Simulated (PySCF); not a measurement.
Al(Cl)(OH)(SMe) (CH4AlClOS), SMILES [Al]([Cl])([S]C)[OH].

The structure is a stationary point at B3LYP-D3(BJ)/def2-SVP. The structure was generated by enumeration; whether it is a known compound was not checked. Other conformers were not sampled.

Two levels are set side by side: TDDFT-PBE/def2-SVPD (PySCF) and TDDFT-LC-ωPBE/def2-SVPD (PySCF). Vertical, same geometry. The lowest singlet is HOMO→LUMO 100 % with PBE and HOMO→LUMO 54 %, HOMO→LUMO+2 16 %, HOMO→LUMO+3 10 % with the other functional; states are paired by order. Differences are taken from unrounded values.

```
quantity                               TDDFT-LC-ωPBE  TDDFT-PBE  TDDFT-PBE minus TDDFT-LC-ωPBE
-------------------------------------  -------------  ---------  -----------------------------
lowest singlet excitation (eV)                  5.92       4.49                          -1.43
lowest triplet excitation (TDA) (eV)            5.46       4.26                          -1.20
first bright state (f over 0.05) (eV)           7.62       6.03                          -1.59
its oscillator strength                         0.30       0.18                          -0.12
```

Functionals without exact exchange tend to place singlet excitations lower, as here. Differences between two approximate levels are no errors against the true value.

Rough cost on one machine, each run with all the roots and properties that it gave: TDDFT-LC-ωPBE against TDDFT-PBE about 7 times.
